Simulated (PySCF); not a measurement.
Compound: C₃H₇NO₂Si.
Numbering: `[CH2:1]=[N:2][SiH2:3][O:4][C:5]([CH3:6])=[O:7]` (hydrogens: H8, H9 on C1; H10, H11 on Si3; H12, H13, H14 on C6)

Cartesian coordinates in Å at the PBE0-D3(BJ)/def2-SVP level; atoms count from 1:
```
atom  x, y, z in Å
C1     3.1861    0.2266    0.7744
N2     2.1171   -0.4396    0.8463
Si3    0.9527   -0.5795   -0.4488
O4    -0.4897   -0.0256    0.2965
C5    -1.5889   -0.0871   -0.4633
C6    -2.8163    0.4125    0.2317
O7    -1.5473   -0.5093   -1.5937
H8     3.8864    0.2600    1.6303
H9     3.5061    0.8152   -0.1143
H10    0.8325   -2.0123   -0.8082
H11    1.2841    0.2997   -1.6086
H12   -2.6718    1.4645    0.5186
H13   -3.6852    0.3159   -0.4281
H14   -2.9728   -0.1560    1.1597
```

Method: PySCF, TDDFT CAM-B3LYP/def2-SVPD, vertical, gas phase, core orbitals frozen in the response.

Transition dipole moments from the ground state, in atomic units and in the frame of the coordinates above (overall signs are arbitrary), for the states with f of 0.002 or more among the lowest 9:

| state | E (hartree) | μx | μy | μz |
| --- | --- | --- | --- | --- |
| S3 | 0.2513 | 0.310 | 0.035 | -0.059 |
| S4 | 0.2614 | -0.218 | 0.081 | -0.074 |
| S5 | 0.2753 | 0.774 | 0.147 | 0.153 |
| S6 | 0.2796 | -0.217 | -0.232 | -0.170 |
| S7 | 0.2801 | 0.066 | -0.029 | 0.162 |
| S8 | 0.2926 | 0.282 | 0.016 | 0.285 |
| S9 | 0.2941 | 0.206 | -0.077 | 0.116 |

Q: Work out the oscillator strengths.

A: f = (2/3) ΔE |μ|² with ΔE in hartree (27.2114 eV).

```tsv
state	|μ|² (au)	|μ| (D)	f
S3	0.101	0.81	0.017
S4	0.060	0.62	0.010
S5	0.644	2.04	0.118
S6	0.130	0.92	0.024
S7	0.031	0.45	0.006
S8	0.161	1.02	0.031
S9	0.062	0.63	0.012
```

Q: Which bond between heavy atoms lies closest to the direction of the S5 transition dipole?

A: O4–C5 and C1–N2, at 25° from it; next N2–Si3 at 37°.

Q: What angle do the transition dipoles of S8 and S9 make?

A: |cos θ| = |μa·μb| / (|μa| |μb|) = 0.90, so θ ≈ 26° (taken between 0 and 90°, since the signs are arbitrary).

The vertical ionisation energy (ΔSCF) is 9.64 eV, 1.64 eV above S9.

The run took 3.3 min of wall time on Arm Neoverse V1, one thread, shared host with 32 logical CPUs at a one-minute load of 20, and the process peaked at 1.1 GiB of memory.

One conformer stands for the species.
